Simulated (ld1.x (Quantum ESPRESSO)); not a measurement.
# PBEsol RRKJ dataset for phosphorus, scalar-relativistic all-electron reference.

ld1.x (Quantum ESPRESSO) 7.5 input, shortened:

```
&input
   title='P', zed=15., rel=1, dft='PBESOL', iswitch=3,
   config='[Ne] 3s2 3p2 3d-2'
 /
 &inputp
   pseudotype=2, tm=.false., rho0=0.005, lloc=-1, rcloc=1.70,
   nlcc=.true., new_core_ps=.true., rcore=0.80
 /
3
3S  1  0   2.00   0.00  1.75  1.75  0.0
3P  2  1   2.00   0.00  1.25  1.25  0.0
3D  3  2  -2.00  -0.10  1.80  1.80  0.0
 &test
   configts(1)='3s2 3p2'
 /
```

- Cutoffs needed: 70 Ry and 80 Ry (the cutoffs (Ry, on a coarse ladder) from which the occupation-weighted sum of valence levels, in a spherical-Bessel basis at the reference potential, stays within 10 and 1 mRy of its value at 400 Ry)
- Ghost test: no extra level below or beside the all-electron valence levels (s, p, d, f tested) (spherical-Bessel basis up to 400 Ry, 20 bohr box)
- Largest excitation error: +100 meV (all-electron minus pseudo) for 3s1 3p0, out of 7 test configurations
